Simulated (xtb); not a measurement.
Job for xtb: GFN1-xTB on In2, 2S+1 = 3, a spin state set in the input, which need not be the lowest, a point of a bond scan (R = 2.903 Å).

```
$ xtb mol.xyz --gfn 1 --sp --chrg 0 --uhf 2
2

In     0.00000000     0.00000000     0.00000000
In     0.00000000     0.00000000     2.90328500
```

Program output:

```
[...]
           -------------------------------------------------
          |                Calculation Setup                |
           -------------------------------------------------



           -------------------------------------------------
          |                 G F N 1 - x T B                 |
           -------------------------------------------------

        Reference                      10.1021/acs.jctc.7b00118
      * Hamiltonian:
        H0-scaling (s, p, d)           1.850000    2.250000    2.000000
        zeta-weighting                 0.000000
      * Dispersion:
        s8                             2.400000
        a1                             0.630000
        a2                             5.000000
        s9                             0.000000
      * Repulsion:
        kExp                           1.500000
        rExp                           1.000000
      * Coulomb:
        alpha                          2.000000
        third order                    atomic
        anisotropic                    false
      * Halogen bond correction:
        rad-scale                      1.300000
        damping                        0.440000


          ...................................................
          :                      SETUP                      :
          :.................................................:
          :  # basis functions                  20          :
          :  # atomic orbitals                  18          :
          :  # shells                            6          :
          :  # electrons                         6          :
          :  # halogen bonds                     0          :
          :  max. iterations                   250          :
          :  Hamiltonian                  GFN1-xTB          :
          :  restarted?                      false          :
          :  GBSA solvation                  false          :
          :  PC potential                    false          :
          :  electronic temp.          300.0000000     K    :
          :  accuracy                    1.0000000          :
          :  -> integral cutoff          0.2500000E+02      :
          :  -> integral neglect         0.1000000E-07      :
          :  -> SCF convergence          0.1000000E-05 Eh   :
          :  -> wf. convergence          0.2000000E-04 e    :
          :  Broyden damping             0.4000000          :
          :  net charge                          0          :
          :  unpaired electrons                  2          :
          ...................................................

 iter      E             dE          RMSdq      gap      omega  full diag
   1     -2.9404567 -0.294046E+01  0.438E+00    0.00       0.0  T
   2     -2.9404568 -0.165341E-07  0.262E+00    0.00       1.0  T
   3     -2.9404568 -0.926523E-08  0.140E-03    0.00      50.6  T
   4     -2.9404568 -0.888178E-15  0.831E-04    0.00      85.1  T
   5     -2.9404568  0.000000E+00  0.852E-11    0.00  100000.0  T
   6     -2.9404568 -0.888178E-15  0.570E-14    0.00  100000.0  T

   *** convergence criteria satisfied after 6 iterations ***

         #    Occupation            Energy/Eh            Energy/eV
      -------------------------------------------------------------
         1        2.0000           -0.6650775             -18.0977
         2        2.0000           -0.5958523             -16.2140
         3        0.6981           -0.2127552              -5.7894
         4        0.6508           -0.2125500              -5.7838 (HOMO)
         5        0.6508           -0.2125500              -5.7838 (LUMO)
         6        0.0002           -0.2037739              -5.5450
         7        0.0002           -0.2037739              -5.5450
         8        0.0000           -0.1969537              -5.3594
         9        0.0000           -0.1969537              -5.3594
       ...           ...                  ...                  ...
        18                          0.6007676              16.3477
      -------------------------------------------------------------
                  HL-Gap            0.0000000 Eh            0.0000 eV
             Fermi-level           -0.3081312 Eh           -8.3847 eV

 transition dipole moment (au) for excitation:           3           4
     X       Y       Z
  -0.8062   0.0052   0.0000  total (au/Debye):    0.806   2.049
 dE (eV)             :    0.006
 oscillator strength :  0.12580E-03

 SCC (total)                   0 d,  0 h,  0 min,  0.002 sec
 SCC setup                      ...        0 min,  0.000 sec (  2.606%)
 Dispersion                     ...        0 min,  0.000 sec (  1.114%)
 classical contributions        ...        0 min,  0.000 sec (  0.472%)
 integral evaluation            ...        0 min,  0.000 sec ( 22.607%)
 iterations                     ...        0 min,  0.001 sec ( 26.502%)
 molecular gradient             ...        0 min,  0.000 sec ( 19.318%)
 printout                       ...        0 min,  0.001 sec ( 27.121%)

         :::::::::::::::::::::::::::::::::::::::::::::::::::::
         ::                     SUMMARY                     ::
         :::::::::::::::::::::::::::::::::::::::::::::::::::::
         :: total energy              -2.936246843147 Eh    ::
         :: gradient norm              0.010377870274 Eh/a0 ::
         :: HOMO-LUMO gap              0.000000000000 eV    ::
         ::.................................................::
         :: SCC energy                -2.940456761836 Eh    ::
         :: -> electrostatic           0.000016051795 Eh    ::
         :: repulsion energy           0.004735644774 Eh    ::
         :: dispersion energy         -0.000525726086 Eh    ::
         :: halogen bond corr.         0.000000000000 Eh    ::
         :: add. restraining           0.000000000000 Eh    ::
         :: total charge              -0.000000000000 e     ::
         :::::::::::::::::::::::::::::::::::::::::::::::::::::

           -------------------------------------------------
          |                Property Printout                |
           -------------------------------------------------

    * Orbital Energies and Occupations

         #    Occupation            Energy/Eh            Energy/eV
      -------------------------------------------------------------
         1        2.0000           -0.6650775             -18.0977
         2        2.0000           -0.5958523             -16.2140
         3        0.6981           -0.2127552              -5.7894
         4        0.6508           -0.2125500              -5.7838 (HOMO)
         5        0.6508           -0.2125500              -5.7838 (LUMO)
         6        0.0002           -0.2037739              -5.5450
         7        0.0002           -0.2037739              -5.5450
         8        0.0000           -0.1969537              -5.3594
         9        0.0000           -0.1969537              -5.3594
        10                          0.0422000               1.1483
        11                          0.0432221               1.1761
        12                          0.0432221               1.1761
        13                          0.0549554               1.4954
        14                          0.1003917               2.7318
        15                          0.1003917               2.7318
       ...                                ...                  ...
        18                          0.6007676              16.3477
      -------------------------------------------------------------
                  HL-Gap            0.0000000 Eh            0.0000 eV
             Fermi-level           -0.3081312 Eh           -8.3847 eV

  Mulliken/CM5 charges         n(s)   n(p)   n(d)
     1In    0.00000  0.00000   1.831  0.812  0.357
Note: The following floating-point exceptions are signalling: IEEE_DENORMAL
normal termination of xtb
     2In    0.00000  0.00000   1.831  0.812  0.357

Wiberg/Mayer (AO) data.
largest (>0.10) Wiberg bond orders for each atom

 ---------------------------------------------------------------------------
     #   Z sym  total        # sym  WBO       # sym  WBO       # sym  WBO
 ---------------------------------------------------------------------------
     1  49 In   1.257 --     2 In   1.257
     2  49 In   1.257 --     1 In   1.257
 ---------------------------------------------------------------------------

Topologies differ in total number of bonds
Writing topology from bond orders to xtbtopo.mol

 dipole moment from electron density (au)
     X       Y       Z
   0.0000  -0.0000  -0.0000  total (Debye):    0.000


           -------------------------------------------------
          | TOTAL ENERGY               -2.936246843147 Eh   |
          | GRADIENT NORM               0.010377870274 Eh/α |
          | HOMO-LUMO GAP               0.000000000000 eV   |
           -------------------------------------------------

------------------------------------------------------------------------
------------------------------------------------------------------------
 total:
 SCF:
```

The run finished.

Cost: about 0.020 core-seconds (a rough figure).
